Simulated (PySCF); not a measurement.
CH$_{3}$S (SMILES [CH2-]S), charge -1, singlet, at a GFN2-xTB geometry, with bond 3-2 at 2.0 times its length; PBE/def2-SVP (PySCF).

PySCF was given this input:
```python
from pyscf import gto, scf, dft

mol = gto.M(
    atom='''
C    -0.183104    1.161382    0.015056
S    -0.047967   -0.563722   -0.011490
H     2.640019   -1.722474    0.050047
H     0.257558    1.581188    0.936323
H     0.312515    1.613166   -0.862102
''',
    basis='def2-svp',
    charge=-1,
    spin=0,
    verbose=4,
)

mf = dft.RKS(mol)
mf.xc = 'pbe'
mf.level_shift = 0.3
mf.max_cycle = 100
mf.kernel()
```

What the program printed (banner, timings and long lists left out):

```
PySCF version 2.14.0

[INPUT] verbose = 4
[INPUT] num. atoms = 5
[INPUT] num. electrons = 26
[INPUT] charge = -1
[INPUT] spin (= nelec alpha-beta = 2S) = 0
[INPUT] symmetry False subgroup None
[INPUT] Mole.unit = angstrom
[INPUT] Symbol           X                Y                Z      unit          X                Y                Z       unit  Magmom
[...]
nuclear repulsion = 46.4931077736027
number of shells = 23
number of NR pGTOs = 81
number of NR cGTOs = 47
basis = def2-svp
ecp = {}

******** <class 'pyscf.dft.rks.RKS'> ********
method = RKS
initial guess = minao
damping factor = 0
level_shift factor = 0.3
DIIS = <class 'pyscf.scf.diis.CDIIS'>
diis_start_cycle = 1
diis_space = 8
diis_damp = 0
SCF conv_tol = 1e-09
SCF conv_tol_grad = None
SCF max_cycles = 100
direct_scf = True
direct_scf_tol = 1e-13
XC library pyscf.dft.libxc version 7.1.2
    S. Lehtola, C. Steigemann, M. J. T. Oliveira, and M. A. L. Marques,  SoftwareX 7, 1–5 (2018)
XC functionals = pbe
    J. P. Perdew, K. Burke, and M. Ernzerhof,  Phys. Rev. Lett. 77, 3865 (1996)
    J. P. Perdew, K. Burke, and M. Ernzerhof,  Phys. Rev. Lett. 78, 1396 (1997)
    J. P. Perdew, K. Burke, and M. Ernzerhof,  Phys. Rev. Lett. 77, 3865 (1996)
    J. P. Perdew, K. Burke, and M. Ernzerhof,  Phys. Rev. Lett. 78, 1396 (1997)
radial grids:
    Treutler-Ahlrichs [JCP 102, 346 (1995); DOI:10.1063/1.469408] (M4) radial grids

becke partition: Becke, JCP 88, 2547 (1988); DOI:10.1063/1.454033
pruning grids: <function nwchem_prune>
grids dens level: 3
symmetrized grids: False
atomic radii adjust function: <function treutler_atomic_radii_adjust>
small_rho_cutoff = 0
Set gradient conv threshold to 3.16228e-05
Initial guess from minao.
tot grids = 62424
init E= -437.466518456449
[...]
cycle= 1 E= -437.486545105188  delta_E= -0.02  |g|= 0.488  |ddm|= 2.07
[...]
cycle= 2 E= -437.480199222835  delta_E= 0.00635  |g|= 0.639  |ddm|= 1.27
[...]
cycle= 3 E= -437.549644559171  delta_E= -0.0694  |g|= 0.329  |ddm|= 0.358
[...]
cycle= 4 E= -437.585401640536  delta_E= -0.0358  |g|= 0.169  |ddm|= 0.256
[...]
cycle= 5 E= -437.593737489883  delta_E= -0.00834  |g|= 0.0915  |ddm|= 0.133
[...]
cycle= 6 E= -437.597179511413  delta_E= -0.00344  |g|= 0.0442  |ddm|= 0.072
[...]
cycle= 7 E= -437.597855738989  delta_E= -0.000676  |g|= 0.0335  |ddm|= 0.0304
[...]
cycle= 8 E= -437.598158798416  delta_E= -0.000303  |g|= 0.0267  |ddm|= 0.0177
[...]
cycle= 9 E= -437.598307736931  delta_E= -0.000149  |g|= 0.0221  |ddm|= 0.0114
[...]
cycle= 10 E= -437.598407950297  delta_E= -0.0001  |g|= 0.0184  |ddm|= 0.00806
[...]
cycle= 11 E= -437.598469723084  delta_E= -6.18e-05  |g|= 0.0156  |ddm|= 0.00594
[...]
cycle= 12 E= -437.598517222013  delta_E= -4.75e-05  |g|= 0.0131  |ddm|= 0.00516
[...]
cycle= 13 E= -437.598549212506  delta_E= -3.2e-05  |g|= 0.011  |ddm|= 0.00403
[...]
cycle= 14 E= -437.598568412909  delta_E= -1.92e-05  |g|= 0.0094  |ddm|= 0.00304
[...]
cycle= 15 E= -437.598583868564  delta_E= -1.55e-05  |g|= 0.008  |ddm|= 0.00264
[...]
cycle= 16 E= -437.598595245555  delta_E= -1.14e-05  |g|= 0.00681  |ddm|= 0.00225
[...]
cycle= 17 E= -437.598603535708  delta_E= -8.29e-06  |g|= 0.00583  |ddm|= 0.00193
[...]
cycle= 18 E= -437.59860940022  delta_E= -5.86e-06  |g|= 0.00501  |ddm|= 0.0016
[...]
cycle= 19 E= -437.598613679386  delta_E= -4.28e-06  |g|= 0.00431  |ddm|= 0.00135
[...]
cycle= 20 E= -437.598616641652  delta_E= -2.96e-06  |g|= 0.00375  |ddm|= 0.00109
[...]
cycle= 21 E= -437.598618898678  delta_E= -2.26e-06  |g|= 0.00327  |ddm|= 0.000938
[...]
cycle= 22 E= -437.598620560401  delta_E= -1.66e-06  |g|= 0.00287  |ddm|= 0.000795
[...]
cycle= 23 E= -437.598621799704  delta_E= -1.24e-06  |g|= 0.00253  |ddm|= 0.000676
[...]
cycle= 24 E= -437.598622830984  delta_E= -1.03e-06  |g|= 0.00222  |ddm|= 0.000633
[...]
cycle= 25 E= -437.598623583201  delta_E= -7.52e-07  |g|= 0.00194  |ddm|= 0.000521
[...]
cycle= 26 E= -437.598624190067  delta_E= -6.07e-07  |g|= 0.0017  |ddm|= 0.000482
[...]
cycle= 27 E= -437.598624657279  delta_E= -4.67e-07  |g|= 0.00148  |ddm|= 0.000425
[...]
cycle= 28 E= -437.598625018885  delta_E= -3.62e-07  |g|= 0.00128  |ddm|= 0.000376
[...]
cycle= 29 E= -437.598625285803  delta_E= -2.67e-07  |g|= 0.00112  |ddm|= 0.000321
[...]
cycle= 30 E= -437.598625489246  delta_E= -2.03e-07  |g|= 0.000983  |ddm|= 0.000278
[...]
cycle= 31 E= -437.59862564177  delta_E= -1.53e-07  |g|= 0.000864  |ddm|= 0.000239
[...]
cycle= 32 E= -437.598625758611  delta_E= -1.17e-07  |g|= 0.00076  |ddm|= 0.000208
[...]
cycle= 33 E= -437.598625847378  delta_E= -8.88e-08  |g|= 0.000671  |ddm|= 0.000179
[...]
cycle= 34 E= -437.598625916611  delta_E= -6.92e-08  |g|= 0.000592  |ddm|= 0.000159
[...]
cycle= 35 E= -437.598625970084  delta_E= -5.35e-08  |g|= 0.000522  |ddm|= 0.000138
[...]
cycle= 36 E= -437.598626013124  delta_E= -4.3e-08  |g|= 0.000459  |ddm|= 0.000126
[...]
cycle= 37 E= -437.598626047942  delta_E= -3.48e-08  |g|= 0.000401  |ddm|= 0.000115
[...]
cycle= 38 E= -437.598626075238  delta_E= -2.73e-08  |g|= 0.000349  |ddm|= 0.000104
[...]
cycle= 39 E= -437.598626095805  delta_E= -2.06e-08  |g|= 0.000304  |ddm|= 9.07e-05
[...]
cycle= 40 E= -437.598626110855  delta_E= -1.5e-08  |g|= 0.000266  |ddm|= 7.66e-05
[...]
cycle= 41 E= -437.598626122366  delta_E= -1.15e-08  |g|= 0.000233  |ddm|= 6.66e-05
[...]
cycle= 42 E= -437.598626131169  delta_E= -8.8e-09  |g|= 0.000204  |ddm|= 5.81e-05
[...]
cycle= 43 E= -437.598626137942  delta_E= -6.77e-09  |g|= 0.000178  |ddm|= 5.1e-05
[...]
cycle= 44 E= -437.59862614313  delta_E= -5.19e-09  |g|= 0.000156  |ddm|= 4.46e-05
[...]
cycle= 45 E= -437.598626147087  delta_E= -3.96e-09  |g|= 0.000137  |ddm|= 3.89e-05
[...]
cycle= 46 E= -437.598626150111  delta_E= -3.02e-09  |g|= 0.00012  |ddm|= 3.38e-05
[...]
cycle= 47 E= -437.598626152438  delta_E= -2.33e-09  |g|= 0.000106  |ddm|= 2.97e-05
[...]
cycle= 48 E= -437.598626154233  delta_E= -1.8e-09  |g|= 9.29e-05  |ddm|= 2.6e-05
[...]
cycle= 49 E= -437.59862615562  delta_E= -1.39e-09  |g|= 8.16e-05  |ddm|= 2.29e-05
[...]
cycle= 50 E= -437.598626156686  delta_E= -1.07e-09  |g|= 7.17e-05  |ddm|= 2.01e-05
[...]
cycle= 51 E= -437.598626157515  delta_E= -8.29e-10  |g|= 6.29e-05  |ddm|= 1.77e-05
[...]
cycle= 52 E= -437.598626158153  delta_E= -6.38e-10  |g|= 5.52e-05  |ddm|= 1.55e-05
[...]
cycle= 53 E= -437.598626158645  delta_E= -4.92e-10  |g|= 4.84e-05  |ddm|= 1.37e-05
[...]
cycle= 54 E= -437.598626159027  delta_E= -3.82e-10  |g|= 4.25e-05  |ddm|= 1.2e-05
[...]
cycle= 55 E= -437.59862615932  delta_E= -2.93e-10  |g|= 3.73e-05  |ddm|= 1.06e-05
[...]
cycle= 56 E= -437.598626159545  delta_E= -2.25e-10  |g|= 3.27e-05  |ddm|= 9.25e-06
[...]
cycle= 57 E= -437.598626159719  delta_E= -1.74e-10  |g|= 2.87e-05  |ddm|= 8.11e-06
[...]
Extra cycle  E= -437.598626100919  delta_E= 5.88e-08  |g|= 0.00031  |ddm|= 0.000612
SCF not converged.
SCF energy = -437.598626100919
```

The run did not converge; its last values are not results.
